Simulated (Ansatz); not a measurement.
`BB` + `CC(N)F` → `BNC(C)F` + BH₃ at 400 K and 1 bar (cleavage of the B–B bond).

Isolated molecules relaxed with PBE0-D4/def2-TZVP in Ansatz; ΔE leaves out vibrations. CCSD(T)/CBS adds triple-zeta CCSD(T) − MP2 to the extrapolated MP2 energy (def2 sets, frozen cores). This one scheme is used for every species. One conformer a species, not always the lowest.

```
  species  CCSD(T)/CBS energy (Eh)  H − E (kJ/mol)  S (J/(mol·K))
     `BB`                -51.92346           119.9          250.5
 `CC(N)F`               -234.21706           248.9          313.4
`BNC(C)F`               -259.64176           285.9          348.0
      BH₃                -26.55200            82.6          199.4
```

H − E and S are ideal-gas, rigid-rotor, harmonic terms from PBE0-D4/def2-TZVP, for one conformer and one mirror image of each species. 1 Eh = 2625.50 kJ/mol, R = 8.31446 J/(mol·K).

Task: By hand: ΔE, ΔH, ΔS and ΔG.

Result: ΔE = (-259.64176) + (-26.55200) − (-51.92346) − (-234.21706) = -0.05324 Eh = -139.8 kJ/mol. Δ(H − E) = 285.9 + 82.6 − 119.9 − 248.9 = -0.3, so ΔH = -140.1 kJ/mol. ΔS = 348.0 + 199.4 − 250.5 − 313.4 = -16.5 J/(mol·K). ΔG = -140.1 − 400 × (-16.5)/1000 = -133.5 kJ/mol.

Task: By hand: the equilibrium constant, and the temperature at which ΔG would vanish if ΔH and ΔS stayed fixed.

Result: log₁₀ K = −ΔG/(RT ln 10) = 17.4. ΔG = 0 at ΔH/ΔS = 8491 K, far beyond where these terms or the molecules hold.

ΔH outweighs TΔS. A doubt of 5 kJ/mol in ΔE shifts log₁₀ K by 0.7 here. Other conformers and mirror images would add mixing entropy, several J/(mol·K) or more a flexible species. These are equilibria of isolated gas molecules and say nothing of rates. Largest T1 diagnostic: 0.012 (customary marks: 0.02 for closed shells, 0.045 for open ones).
